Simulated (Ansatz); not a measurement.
Geometry optimisation, Ansatz 0.2.0, RKS PBE-D4/def2-SVP.

Input:

```yaml
crystal:
  periodic: [false, false, false]
  atoms:
    - { symbol: Si, position_ang: [-0.909686, 0.116723, 0.827068] }
    - { symbol: O, position_ang: [1.496136, -0.398541, -0.970616] }
    - { symbol: O, position_ang: [-1.45288, -0.705475, -0.356659] }
    - { symbol: H, position_ang: [0.640994, -0.798908, -1.231578] }
    - { symbol: F, position_ang: [-0.78154, 1.723951, 0.895646] }
    - { symbol: F, position_ang: [-0.471024, -0.392242, 2.288776] }
    - { symbol: H, position_ang: [1.478101, 0.454592, -1.452538] }
basis:
  gaussian: { orbitals: def2-SVP }
hamiltonian:
  xc: pbe
  dispersion: d4
relax:
  f_tol: 0.03
  max_steps: 50
output:
  orbitals: {}
```

Command:

```bash
$ ansatz run input.yaml --threads 2 --pin off --max-ram 3072MiB --backend cpu --events-out ev --progress --plain --runs-dir out
```

Q: Where does it end, and by what steps?

A: The forces met the threshold. After 13 steps the energy has fallen by 0.883 eV; O2 moved furthest, 0.69 Å. Joined: Si1–O2 (3.05 → 1.96 Å).

```csv
step,energy less start (eV),largest force component (eV/Å),accepted
0,0.0000,0.484,yes
1,-0.1529,1.070,yes
2,-0.3585,1.096,yes
3,-0.6894,0.870,yes
4,-0.7328,2.477,yes
5,-0.8467,0.557,yes
6,-0.8619,0.231,yes
7,-0.8710,0.258,yes
8,-0.8751,0.201,yes
9,-0.8766,0.552,yes
10,-0.8774,0.513,yes
11,-0.8778,0.506,yes
12,-0.8829,0.108,yes
13,-0.8833,0.012,yes
```

```xyz
7
Properties=species:S:1:pos:R:3
Si -0.648 0.006 0.519
O 0.996 -0.257 -0.513
O -1.624 -0.811 -0.357
H 0.561 -0.759 -1.247
F -0.506 1.631 0.510
F -0.086 -0.404 1.981
H 1.308 0.593 -0.893
```

Whether the end is a true minimum wasn't checked by a vibrational analysis.

Run time: 6.2 s on 2 threads of AMD EPYC 9R45 96-Core Processor (Zen 5), on a shared host, peak memory 0.19 GiB.
